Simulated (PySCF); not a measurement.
C₆H₇ClSi, SMILES Cl[SiH2]c1ccccc1, GFN2-xTB optimised geometry.

```
15

Cl    -0.38    -3.26    -0.30
Si    -1.60    -1.69     0.01
C     -0.59    -0.10     0.00
C     -1.25     1.13     0.00
C     -0.54     2.32     0.00
C      0.85     2.30     0.00
C      1.52     1.09     0.00
C      0.80    -0.10     0.00
H     -2.60    -1.67    -1.06
H     -2.25    -1.88     1.31
H     -2.33     1.16     0.00
H     -1.06     3.26     0.00
H      1.40     3.23     0.00
H      2.60     1.07     0.00
H      1.33    -1.04     0.00
```

Density from PBE0/def2-TZVP (PySCF) at that geometry.

Minimum of the electron density along straight lines between bonded atoms, close to the bond critical point (lines longer than 1.1 times the sum of covalent radii, or with two minima, are not listed):

| bond | length / Å | ρ at the minimum / e bohr⁻³ | ∇²ρ there / e bohr⁻⁵ | position (fraction from the first atom) |
|---|---|---|---|---|
| Cl1–Si2 | 2.018 | 0.104 | 0.28 | 0.64 |
| Si2–C3 | 1.886 | 0.121 | 0.19 | 0.39 |
| C3–C4 | 1.394 | 0.314 | -0.91 | 0.50 |
| C4–C5 | 1.382 | 0.323 | -0.97 | 0.50 |
| C5–C6 | 1.385 | 0.322 | -0.96 | 0.50 |
| C6–C7 | 1.384 | 0.322 | -0.97 | 0.50 |
| C3–C8 | 1.393 | 0.315 | -0.92 | 0.50 |
| C7–C8 | 1.384 | 0.323 | -0.96 | 0.50 |
| Si2–H9 | 1.463 | 0.127 | 0.18 | 0.49 |
| Si2–H10 | 1.463 | 0.127 | 0.17 | 0.49 |
| C4–H11 | 1.081 | 0.288 | -1.03 | 0.64 |
| C5–H12 | 1.081 | 0.288 | -1.03 | 0.65 |
| C6–H13 | 1.080 | 0.288 | -1.03 | 0.65 |
| C7–H14 | 1.080 | 0.288 | -1.03 | 0.65 |
| C8–H15 | 1.081 | 0.289 | -1.04 | 0.65 |
